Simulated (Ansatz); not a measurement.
Consider the ligand exchange at the Si–C bond: `N=C(O)[SiH2][SiH3]` + `BNC=C` → `BN(C=C)[SiH2][SiH3]` + `N=CO`.

Isolated molecules relaxed with PBE0-D4/def2-TZVP in Ansatz; ΔE leaves out vibrations. CBS: MP2 limit from def2 TZ/QZ plus the TZ coupled-cluster correction, frozen cores. This one scheme is used for every species. DFT in def2-TZVPP. B3LYP here is the variant with VWN-RPA as its local correlation; programs differ in this. Each species was taken in one conformer, which may not be the lowest.

(1) Is it downhill or uphill in electronic energy at CCSD(T)/CBS, and by how much? (An estimate is asked.)

(2) What do these levels give: PBE-D4, r2SCAN-D4, PBE0-D4, B3LYP-D4, ωB97M-V, B2PLYP, PBE, B3LYP, MP2/def2-TZVPP, HF/def2-QZVPP, MP2/def2-QZVPP, SCS-MP2/def2-QZVPP? (Best estimate.)

Largest T1 diagnostic among the species: 0.015.

## Answers

(1) The calculation gave: Downhill: ΔE = -9.3 kcal/mol.

(2) Ansatz gave: PBE-D4 -6.3, r2SCAN-D4 -7.3, PBE0-D4 -7.7, B3LYP-D4 -8.3, ωB97M-V -8.7, B2PLYP -7.6, PBE -4.7, B3LYP -5.7, MP2/def2-TZVPP -10.6, HF/def2-QZVPP -8.7, MP2/def2-QZVPP -10.5, SCS-MP2/def2-QZVPP -10.0 kcal/mol.

In def2-TZVPP, CCSD(T) changes the Hartree–Fock value by −1.0 kcal/mol (the triples alone add −0.1 kcal/mol) and MP2 by −2.0 kcal/mol. From PBE to PBE0 (25 % exact exchange), in def2-TZVPP and without D4, ΔE moves by −1.6 kcal/mol. The D4 term adds −2.6 kcal/mol with B3LYP and −1.5 kcal/mol with PBE0; it sums over pairs of atoms, weighted by their polarisabilities, and B3LYP, whose exchange is more repulsive, gets the larger term.
